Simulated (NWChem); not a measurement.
# YCl$_{3}$ cation, doublet; SMILES of the neutral closed-shell parent [Cl][Y]([Cl])[Cl]

```xyz
4

Y      0.0000     0.0000    -0.5377
Cl     2.1693    -0.2790     0.5520
Cl    -1.3263    -1.7392     0.5520
Cl    -0.8430     2.0182     0.5520
```
Atoms are numbered in this order, from 1.

This is a stationary point of PBE0/def2-SVP with def2 effective core potentials on Y, spin-unrestricted (NWChem), point group C3v. This spin state was assumed; another may lie lower. def2 effective core potentials on Y; no spin-orbit coupling.

### Question
Is it a minimum? If not, what does it relax to?

### Answer
No. It has an imaginary frequency of 75i cm⁻¹. Following that mode (on a finer grid) lowers the energy by 10.1 kcal/mol and ends, with real frequencies alone, at point group Cs:
```xyz
4

Y     -0.0727     0.2765    -0.6414
Cl     1.8327    -0.8311     0.5710
Cl    -0.6931    -1.8445     0.5603
Cl    -0.8781     2.2734     0.3092
```
